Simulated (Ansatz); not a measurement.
Ansatz results at the PBE0-D4/def2-TZVP geometry: ideal-gas entropy at 298 K and 1 bar (rigid rotor, harmonic PBE0-D4/def2-TZVP) 263 J/(mol·K); size of the dipole moment (B3LYP/def2-TZVPP) 2.02 D; size of the dipole moment (ωB97M-V/def2-TZVPP) 2.05 D.

(1) Which molecule gave them?
A. `[F][GeH2]`•
B. `[NH][Si](F)(F)F`•
C. `[CH2]SSC`•
D. `F[SiH]I`•

Answers

(1) A. The others give `[NH][Si](F)(F)F`•: 330, 1.78, 1.80; `[CH2]SSC`•: 338, 1.59, 1.60; `F[SiH]I`•: 305, 1.08, 1.13.

B3LYP here is the variant with VWN-RPA as its local correlation; programs differ in this.
